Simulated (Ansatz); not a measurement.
B(CF3)(H)(OH) (CH2BF3O), SMILES FC(F)(F)BO.

Geometry optimised at PBE0-D3(BJ)/def2-SVP. The structure was generated by enumeration, and PubChem lists no compound with its InChIKey, so it may never have been made. One conformer was computed; it need not be the lowest.

Two levels are set side by side: PBE/def2-SVPD (Ansatz, an electronic-structure program) and PBE0/def2-SVPD (Ansatz). Energy differences of separate SCF runs at the same geometry; the states with an electron removed or added have multiplicity 2 and 2. Differences are taken from unrounded values.

```json
[
 {"quantity": "vertical ionisation energy (eV)", "PBE0": "12.15", "PBE": "11.55", "PBE minus PBE0": "-0.61"},
 {"quantity": "vertical singlet–triplet gap (eV)", "PBE0": "5.89", "PBE": "5.42", "PBE minus PBE0": "-0.47"}
]
```
